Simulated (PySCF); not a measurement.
## Polarisability and C₆ of Yb(45+) (ytterbium, charge +45)

[Ar] 3d7, high-spin 4F determinant. Computed with PySCF 2.14 in an even-tempered Gaussian basis (18 s from 9.2 bohr⁻², ratio 2.5; 13 p from 12 bohr⁻², ratio 2.5; 8 d from 12 bohr⁻², ratio 2.5; 4 f from 49 bohr⁻², ratio 2.7; 3 g from 74 bohr⁻², ratio 2.7), with scalar relativity by spin-free X2C-1e. Coupled (time-dependent) response in atomic units; α is the mean over directions.

```csv
method,mean α (bohr³),C₆ (like pair),S(−4)
PBE0,0.002915,0.0002899,5.603e-06
```

S(−4) is the Cauchy moment in α(ω) = α(0) + S(−4) ω² + …

Spin-orbit coupling is absent.

α(iu) at PBE0:

```tsv
u (hartree)	α(iu) (bohr³)
0	0.002915
5.00	0.002787
10.0	0.002506
20.0	0.001997
30.0	0.001689
40.0	0.001487
50.0	0.001333
75.0	0.001036
100	0.0008146
150	0.0005216
250	0.0002535
```

For an ion, C₆ is the dispersion term alone; charge-induced terms of lower order in 1/R come first.

Spin-orbit coupling is strong in this species (close to jj coupling), so the high-spin LS determinant is a model state, not a physical level.
